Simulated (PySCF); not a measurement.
**Computed structure and properties of [Er(CO)]3+**

System: [Er(CO)]3+ (singlet in the valence; each metal's 4f electrons, 11 of them, lie in its core potential, out of spins and levels); start: template (C∞v). Method: PySCF 2.14.0, RKS PBE0, Er lcecp-1-SVP with ECP57, C def2-SVP, O def2-SVP; non-relativistic Hamiltonian with scalar-relativistic core potentials where named; density fitting; no spin-orbit coupling.

Input of the relaxation:

```python
mol = gto.M(atom='''
Er     0.00000    -0.00000    -0.43252
C      0.00000     0.00000     1.90658
O      0.00000     0.00000     3.05658''',
    basis={'Er': 'lcecp-1-SVP', 'C': 'def2-SVP', 'O': 'def2-SVP'},
    ecp={'Er': 'lcecp-1-SVP'},
    charge=3, spin=0)
mf = dft.RKS(mol, xc='PBE0')
mf.grids.atom_grid = (50, 194)  # f atoms: unpruned, at least (60, 302)
mf = mf.density_fit()  # fitting sets: Er AutoAux, C def2-universal-JKFIT, O def2-universal-JKFIT
mf.conv_tol = 1e-08; mf.max_cycle = 55
mf.kernel(dm0)  # dm0: converged density of the start geometry
# quasi-Newton relaxation in Cartesian coordinates to a largest gradient under 0.00045 Eh/bohr, steps kept in the point group
```

Run from Python with OMP_NUM_THREADS=2; the lines above give its settings. Where DIIS fails, smearing, a level shift and second-order steps follow.
It took 8.5 s on 2 threads of Arm Neoverse V1, on a shared host, from the converged density of the start.

Course of the relaxation:

```tsv
step	energy above end (eV)	largest force component within the symmetry (eV/Å)
0	0.2438	6.652
1	0.1034	2.608
2	0.0594	1.431
3	0.0239	0.713
4	0.0017	0.154
5	0.0000	0.021
6	0.0000	0.001
```

Relaxed geometry (C∞v):

```xyz
3

Er    0.0000    0.0000   -0.5427
C     0.0000    0.0000    1.9813
O     0.0000    0.0000    3.0920
```

```tsv
contact	Å
Er1–C2 (CO)	2.524
```

On the finer grid (75, 302):

The HOMO is -29.12 eV. The LUMO is -21.55 eV and the dipole about the centre of mass is 1.41 D. The set of Mulliken populations of Er1 outside the core potential is s 2.10, p 6.05, d 0.22, f 0.01 and the D3(BJ) dispersion energy (not in the energies) is -0.063 eV.

```csv
atom,Mulliken (e),Löwdin (e),spin (e)
Er1,2.63,2.45,0.00
C2,0.06,0.15,0.00
O3,0.31,0.40,0.00
```

The 4f levels lie in the core potential and are missing. Their spin isn't counted.

On the grid (50, 194), as all that follows. Harmonic modes: a minimum; lowest 268 cm⁻¹ (negative: unstable), highest 2416 cm⁻¹, zero-point energy 0.200 eV.

Taking off one CO (charge 0, singlet; the rest: singlet) in vacuum, both parts rigid, costs 3.08 eV; the small basis without counterpoise inflates it. Parting with an electron moved from the ligand to the metal can be far cheaper, even downhill.

Rigid scan of CO along the line from its metal:

distance to C2 (Å), energy (eV) and a bar:
```
     2.22      0.438 ##############################
     2.32      0.170 ############
     2.42      0.038 ###
     2.52      0.000 
     2.62      0.029 ##
     2.72      0.104 #######
     2.92      0.332 #######################
```

One start shape was tried, so this needn't be the lowest isomer.

An lcecp potential fixes the number of 4f electrons, so in runs with it no electron can move into or out of that shell.
